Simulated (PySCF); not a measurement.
## Radial density of F²⁺ (fluorine, charge +2)

PW91, [He] 2s2 2p3, high-spin 4S determinant. Computed with PySCF 2.14 in aug-cc-pV5Z (7s6p5d4f3g2h, 127 functions), with the non-relativistic Hamiltonian (point nucleus).

```tsv
r (bohr)	4πr²ρ (e/bohr)	4πr²(ρα − ρβ)
0.00279	0.04208	0.0000
0.00469	0.1151	-0.0001
0.00789	0.3073	-0.0002
0.0133	0.7894	-0.0005
0.0223	1.898	-0.0008
0.0375	4.087	0.0008
0.0631	7.327	0.0157
0.106	9.700	0.0979
0.179	7.972	0.4456
0.300	4.211	1.4546
0.505	4.696	2.9271
0.850	4.979	2.7934
1.43	1.576	0.8794
2.40	0.08889	0.0552
4.04	0.0003212	0.0002
```
